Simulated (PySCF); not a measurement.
Stepwise substitution at one centre (Ge OCH3-SiH3). Isolated molecules, 0 K electronic values unless said otherwise. One relaxed conformer stands for each flexible species; it need not be the lowest. Strings in code marks are SMILES.

The LUMO from two functionals at the same geometries (r2SCAN-D4/def2-SVP), both in PySCF: PBE-D3(BJ)/def2-TZVP and r2SCAN-D4/def2-TZVP. 

```tsv
species	PBE-D3(BJ)/def2-TZVP (eV)	r2SCAN-D4/def2-TZVP (eV)
2 of 4 OCH3 replaced by SiH3 (`C[O][Ge]([SiH3])([SiH3])[O]C` (C–O–Ge–Si torsion 178°, Si–Ge–O–C torsion 47°))	-1.32	-1.13
3 of 4 OCH3 replaced by SiH3 (`[O]([Ge]([SiH3])([SiH3])[SiH3])C` (C–O–Ge–Si torsion 59°))	-1.67	-1.50
4 of 4 OCH3 replaced by SiH3 (`[SiH3][Ge]([SiH3])([SiH3])[SiH3]`)	-1.11	-0.76
```

Over these rows, drawn at random from the members with no instability flagged (it was tested for open shells, ions and some series alone), PBE minus r2SCAN-D4: mean -0.23 eV, from -0.35 eV to -0.17 eV.
